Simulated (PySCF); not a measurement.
# InN⁻ at ROHF-MP2

Computed with ROHF-MP2; basis In aug-cc-pVDZ-PP with ECP28, N aug-cc-pVDZ; scalar-relativistic core potentials; PySCF 2.14.

- state: ²Π (doublet), unpaired electrons π ↑
- bond length: 2.089 Å
- harmonic wavenumber: 546 cm⁻¹
- force constant: 2.19 mdyn/Å
- rotational constant Be: 0.3094 cm⁻¹
- anharmonicity ωexe: 2.85 cm⁻¹
- vibration–rotation constant αe: 0.00239 cm⁻¹
- well depth De to In⁻ + N: 2.44 eV
- dissociation energy D0: 2.41 eV

Correlated steps freeze 5 core orbitals. Correlated levels converge slowly with the basis: in double zeta they bind strong bonds too weakly, by up to about 1 eV, and carry superposition errors of some tenths. These are scalar-relativistic numbers at best; spin–orbit coupling would shift them, the dissociation energy most. For an ion De counts to the pair picked by the measured ionisation energies or electron affinities, which need not be the lowest pair at this level. The state is the lowest determinant that a PBE0 search found; another state may lie lower at other levels.
